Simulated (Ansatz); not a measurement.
Ansatz (a first-principles code) input:

Ansatz 0.2 input:
```yaml
crystal:
  periodic: [false, false, false]
  atoms:
    - {symbol: Si, position_ang: [1.50046285, 0.68430270, 0.00228477]}
    - {symbol: C, position_ang: [0.33424233, -0.78273079, -0.14587865]}
    - {symbol: Si, position_ang: [-1.48186652, -0.32383711, 0.05284199]}
    - {symbol: H, position_ang: [1.21581750, 1.69634556, -1.05012158]}
    - {symbol: H, position_ang: [1.38288233, 1.32204068, 1.34104461]}
    - {symbol: H, position_ang: [0.59286533, -1.52715795, 0.61201632]}
    - {symbol: H, position_ang: [0.47171270, -1.25571829, -1.12201755]}
    - {symbol: H, position_ang: [-1.87323708, 0.65442861, -0.98867495]}
    - {symbol: H, position_ang: [-1.70735597, 0.28277585, 1.38554882]}
    - {symbol: H, position_ang: [-2.34848746, -1.52284793, -0.07429836]}
basis:
  gaussian:
    orbitals: def2-TZVPD
hamiltonian:
  xc: {name: B97M-V}
magnetization: {spin_polarized: true, initial_magnetization: 1}
output: {forces: true}
```

### Question
What final total energy does it print?

### Answer
-621.13134 Eh (B97M-V/def2-TZVPD). The basis has 186 functions.

It need not be the lowest isomer of its formula.
